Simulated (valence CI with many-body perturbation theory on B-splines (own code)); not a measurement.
# Sc7+: calculation against measured levels

Method: configuration interaction combined with many-body perturbation theory (CI+MBPT): four valence electrons over a frozen Dirac-Fock core [Ne], a basis of 11 s, 11 p, 9 d, 7 f, 5 g, 2 h, 1 i functions for each j, with the one-electron correlation potential Σ1 (screened to all orders), the two-electron term Σ2, the three-electron term Σ3, Breit, model QED; selected single and double excitations, second order for the rest, scaled by the run's own slope (own B-spline code, finite nucleus).

Against 21 measured levels this calculation errs by 87 cm⁻¹ on average and by 341 at most. These come from a selection out of Sugar and Corliss, J. Phys. Chem. Ref. Data 9, 473 (1980). Levels without a partner in it may be off by more.

Measured levels: Sugar and Corliss, J. Phys. Chem. Ref. Data 9, 473 (1980). Pairs share parity and J, and are chosen by configuration, term and nearness in energy; levels without a clear partner are left out. Energies in cm⁻¹ above the measured ground level. The last column is blank where CI alone has no clear partner.

Names give the largest LS component (configuration and term), which can be under half, so a name can repeat, a term be missing and a line seem to break the LS rules; names also repeat where a configuration has a term twice.

```csv
Computed label,Label in the source,Measured,Computed,Difference,"CI alone, difference"
3s2.3p2 3P_0,3s2 3p2 3P,0,0.0,0,0
3s2.3p2 3P_1,3s2 3p2 3P,2271.9,2275.0,+3,+40
3s2.3p2 3P_2,3s2 3p2 3P,5507.7,5517.4,+10,+122
3s2.3p2 1D_2,3s2 3p2 1D,25026.9,25123.6,+97,+438
3s2.3p2 1S_0,3s2 3p2 1S,54864.4,55048.6,+184,+829
3s.3p3 3D°_1,3s 3p3 3D°,179962.3,179924.1,-38,-176
3s.3p3 3D°_2,3s 3p3 3D°,180032.7,180000.5,-32,-156
3s.3p3 3D°_3,3s 3p3 3D°,180503.6,180474.5,-29,-99
3s.3p3 3P°_0,3s 3p3 3P°,207690.9,207753.6,+63,+454
3s.3p3 3P°_1,3s 3p3 3P°,207761,207826.6,+66,+483
3s.3p3 3P°_2,3s 3p3 3P°,207814.4,207880.0,+66,+487
3s.3p3 1D°_2,3s 3p3 1D°,228618.3,228597.8,-20,+768
3s.3p3 3S°_1,3s 3p3 3S°,272417.4,272758.9,+341,+4497
3s.3p3 1P°_1,3s 3p3 1P°,281522.1,281845.4,+323,+3500
3s2.3p.3d 3P°_2,3s2 3p 3d 3P°,319569,319635.5,+66,+3430
3s2.3p.3d 3P°_1,3s2 3p 3d 3P°,322541,322524.5,-17,+3044
3s2.3p.3d 3P°_0,3s2 3p 3d 3P°,323673,323658.8,-14,+2999
3s2.3p.3d 3D°_1,3s2 3p 3d 3D°,329862,329860.5,-1,+3790
3s2.3p.3d 3D°_2,3s2 3p 3d 3D°,330716,330747.0,+31,+3855
3s2.3p.3d 3D°_3,3s2 3p 3d 3D°,331153,331176.1,+23,+3912
3s2.3p.3d 1F°_3,3s2 3p 3d 1F°,363462,363615.0,+153,+3991
3s2.3p.3d 1P°_1,3s2 3p 3d 1P°,372790,373042.7,+253,+4043
```

Over 21 excited levels the mean absolute difference is 87 cm⁻¹, the median 38 and the largest 341. For the 21 levels that pair on every rung the mean is CI alone 1958, + Σ1 2026, + Σ2 609, + Σ3 409, + Breit 151, + QED 87. The comparison draws on a selection of the measured levels: 22 of the 70 computed ones have a partner in it, and others may be off by more.
